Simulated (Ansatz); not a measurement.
`CO[SiH2]C` + `C[SiH](N)Br` → `C[SiH2]C` + `CO[SiH](N)Br`  (redistribution)

Computed with Ansatz on PBE0-D4/def2-TZVP structures; ΔE is electronic, products minus reactants. CBS: MP2 limit from def2 TZ/QZ plus the TZ coupled-cluster correction, frozen cores. For Br outer-core shells are correlated without core-valence functions, which leaves a few kJ/mol of doubt a bond. Scalar relativity is left out up to krypton. One conformer a species, not always the lowest.

`CO[SiH2]C`:

```xyz
12

C    -1.036   -1.220    1.023
O    -0.571    0.098    1.177
Si    0.727    0.691    0.357
C     0.420    0.811   -1.477
H    -1.789   -1.412    1.789
H    -0.228   -1.952    1.143
H    -1.499   -1.372    0.041
H     1.906   -0.195    0.592
H     0.982    2.031    0.940
H     0.236   -0.172   -1.919
H     1.294    1.240   -1.976
H    -0.440    1.450   -1.691
```

`C[SiH](N)Br`:

```xyz
10

C    -1.309    0.426   -0.326
Si    0.533    0.247   -0.227
N     0.940   -1.268    0.443
Br    1.294    2.002    0.965
H    -1.757    0.354    0.668
H    -1.732   -0.360   -0.957
H    -1.577    1.398   -0.744
H     1.221    0.355   -1.533
H     0.489   -1.576    1.291
H     1.899   -1.578    0.420
```

`C[SiH2]C`:

Z-matrix (Å, degrees):
```
C
Si 1 1.872
H 1 1.093 2 110.9
H 1 1.092 2 111.0 3 120.0
H 1 1.093 2 110.9 3 -120.0
C 2 1.872 1 111.5 3 60.0
H 2 1.491 1 109.5 3 -178.7
H 2 1.491 1 109.5 3 -61.3
H 6 1.092 2 111.0 1 -180.0
H 6 1.093 2 110.9 1 -60.0
H 6 1.093 2 110.9 1 60.0
```

`CO[SiH](N)Br`:

Z-matrix (Å, degrees):
```
C
O 1 1.411
H 1 1.091 2 108.0
H 1 1.094 2 111.0 3 -119.4
H 1 1.096 2 111.5 3 119.3
Si 2 1.631 1 124.5 3 -174.3
Br 6 2.229 2 107.6 1 -58.4
N 6 1.689 2 112.9 1 -177.4
H 6 1.479 2 110.0 1 59.5
H 8 1.007 6 120.8 2 -80.1
H 8 1.006 6 121.7 2 72.6
```

```json
{"species": "`CO[SiH2]C`", "CCSD(T)/CBS(def2) energy (Eh)": "-445.20896"}
{"species": "`C[SiH](N)Br`", "CCSD(T)/CBS(def2) energy (Eh)": "-2958.86440"}
{"species": "`C[SiH2]C`", "CCSD(T)/CBS(def2) energy (Eh)": "-370.01595"}
{"species": "`CO[SiH](N)Br`", "CCSD(T)/CBS(def2) energy (Eh)": "-3034.06031"}
```

(1) Work out ΔE.

Largest T1 diagnostic among the species: 0.010.

Results:

(1) ΔE = (-370.01595) + (-3034.06031) − (-445.20896) − (-2958.86440) = -0.00290 Eh = -7.6 kJ/mol.
